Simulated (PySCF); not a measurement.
BF2, SMILES F[B]F (connectivity only; charge and spin as stated), charge +1, multiplicity 1. Heavy atoms are numbered as in [F:1][B:2][F:3].

Geometry optimised at ωB97X-D3(BJ)/def2-TZVP. The spin state was assumed, not searched. The isomer is the one that the SMILES or the coordinates give; other isomers of the formula were not compared.

Level of theory: PBE0/pcSseg-2 (PySCF).

GIAO shieldings, no solvent; atoms alike by connectivity are averaged. δ = σ(ref) − σ: ¹⁹F against CFCl3 (σ = 165.8 ppm); ¹¹B against BF3 (σ = 88.8 ppm), references at their B3LYP-D3(BJ)/def2-TZVP geometries, non-relativistic.

| nucleus | atoms | count | δ (ppm) |
|---|---|---|---|
| ¹⁹F | F1 | 2 | -140.7 |
| ¹¹B | B2 | 1 | -7.4 |
